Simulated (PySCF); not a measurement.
C₃H₄ClNSi, SMILES C1[Si@H](C=NC=1)Cl.

Coordinates come from a PBE0-D3(BJ)/def2-SVP optimisation. The structure was generated by enumeration; whether it is a known compound was not checked.

Computed with CAM-B3LYP/def2-TZVP (PySCF).

```yaml
total_energy: -921.18919 hartree
highest_occupied_level: -8.81 eV
lowest_empty_level: -1.30 eV
orbital_gap: 7.51 eV
dipole_moment: 1.29 D
quadrupole, principal values (traceless, Buckingham form, about the centre of nuclear charge): -8.46, -0.40, 8.87 D·Å
mean_static_polarisability: 72.0 bohr³ (10.66 Å³)
polarisability_principal_values: 55.7, 71.3, 88.9 bohr³
```
